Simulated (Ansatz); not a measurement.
Species: dimethylaminoboronic acid, C$_{2}$H$_{8}$BNO$_{2}$, charge 0, multiplicity 1. 
Geometry from a B3LYP-D3(BJ)/def2-TZVP (Ansatz, a program for electronic structure) optimisation:
```xyz
14

C     -1.4245     0.1986    -1.2036
N     -0.6272    -0.1305    -0.0405
C     -1.3650    -0.7789     1.0234
B      0.7496     0.1559     0.0484
O      1.4260    -0.1994     1.2062
O      1.3663     0.7803    -1.0258
H     -2.2448     0.8768    -0.9388
H     -0.8080     0.6804    -1.9576
H     -1.8709    -0.7022    -1.6419
H     -0.7060    -0.9953     1.8598
H     -2.1829    -0.1411     1.3800
H     -1.8090    -1.7201     0.6769
H      2.3600     0.0170     1.2169
H      2.3030     0.9531    -0.9156
```

Total electronic energies in hartree. Correlated levels leave the core frozen unless marked. Spin-orbit coupling is left out. No relativistic terms. CBS marks a two-point X^-3 extrapolation of the correlation energy; Hartree-Fock from the larger set. The bracket is a focal-point correction in the basis named.

| level | program | energy (Eh) |
|---|---|---|
| HF/cc-pwCVTZ | Ansatz | -309.51652 |
| RI-HF/aug-cc-pVQZ | Ansatz | -309.53843 |
| revPBE/def2-TZVPD | Ansatz | -311.23696 |
| B3LYP-D3(BJ)/def2-TZVPD | Ansatz + dftd3 | -311.37266 |
| PBE0/def2-TZVPD | Ansatz | -310.98664 |
| r2SCANh/def2-TZVPD | Ansatz | -311.15727 |
| CAM-B3LYP-D3(BJ)/def2-TZVPD | Ansatz + dftd3 | -311.22231 |
| LC-wPBE-D4/def2-TZVPD | Ansatz + dftd4 | -311.16708 |
| B2PLYP/def2-TZVPD | Ansatz | -311.10067 |
| MP2/STO-3G | Ansatz | -305.66880 |
| RI-MP2/aug-cc-pVTZ | Ansatz | -310.68101 |
| RI-MP2/aug-cc-pVQZ | Ansatz | -310.77117 |
| SCS-MP2/6-31G | Ansatz | -309.83560 |
| SCS-MP2/cc-pwCVTZ | Ansatz | -310.66555 |
| CCSD/STO-3G | Ansatz | -305.73656 |
| CCSD/cc-pVQZ | Ansatz | -310.78462 |
| CCSD(T)/STO-3G | Ansatz | -305.74332 |
| CCSD(T)/6-31G* | Ansatz | -310.30778 |
| CCSD(T)/aug-cc-pVDZ | Ansatz | -310.47821 |
| CCSD(T)/cc-pVTZ | Ansatz | -310.73665 |
| CCSD(T)/cc-pwCVTZ | Ansatz | -310.75613 |
| RI-MP2/CBS(aug-cc-pVTZ,aug-cc-pVQZ)+[CCSD(T)-MP2]/aug-cc-pVTZ | Ansatz | -310.9031 |
| CCSD(T)/CBS(cc-pVTZ,cc-pVQZ) | Ansatz | -310.8889 |

Totals of different functionals don't rank their quality; only differences between species are comparable.
